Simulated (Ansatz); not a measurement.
Energy needed to pull apart SbNH$_{4}$O (SMILES [NH2][SbH][OH]), singlet, into free ground-state atoms, from the structure below (displaced at random from a GFN2-xTB minimum); no zero-point or spin–orbit terms; open-shell atoms are treated unrestricted, in their ground-state multiplicity.

| atom | x (Å) | y (Å) | z (Å) |
| --- | --- | --- | --- |
| N1 | -1.0830 | 0.5912 | -0.6346 |
| Sb2 | -0.0583 | 0.3267 | 1.0680 |
| O3 | 0.9599 | -1.1821 | 0.2771 |
| H4 | -0.5303 | 0.2802 | -1.4064 |
| H5 | -1.9413 | 0.0631 | -0.6663 |
| H6 | 1.0868 | 1.4733 | 0.5477 |
| H7 | 1.6429 | -1.5107 | 0.8457 |

Computed with Ansatz 0.2.0 (basis: def2-TZVPP); correlated methods freeze the cores. Filled d shells of the heavier atoms are correlated. Core potentials replace the inner electrons of the atoms past krypton. The def2 sets are not built for correlating such inner shells, so the correlated values are less sure here.

```tsv
method	atomization energy (eV)
SPW92	25.42
PBE-D4	22.06
revPBE-D4	?
r2SCAN-D4	?
PBE0-D4	21.20
wB97M-V	21.55
HF	12.83
MP2	20.83
CCSD	20.24
CCSD(T)	20.70
```

Q: What does r2SCAN-D4 give? (An estimate is asked for; the value comes from the calculation.)

A: The calculation gives: 21.32 eV, which is about 0.61 eV more than CCSD(T)/def2-TZVPP.

Q: What does revPBE-D4 give? (An estimate is asked for; the value comes from the calculation.)

A: Computed: 21.37 eV, which is about 0.67 eV more than CCSD(T)/def2-TZVPP.

In triple zeta the MP2 and coupled-cluster atomization energies are still short of their basis limit by a few kcal/mol a bond, whereas those of the functionals are nearly converged, so these differences are not deviations from converged CCSD(T).

No T1 diagnostic of these runs exceeds 0.014.

For scale, one of the runs: CCSD(T)/def2-TZVPP forces, 168 basis functions (an equivalent command: `ansatz run in.yaml --threads 4`). The run took 3.8 min on 4 CPU threads (shared host), with 3 GiB of host memory at its peak.
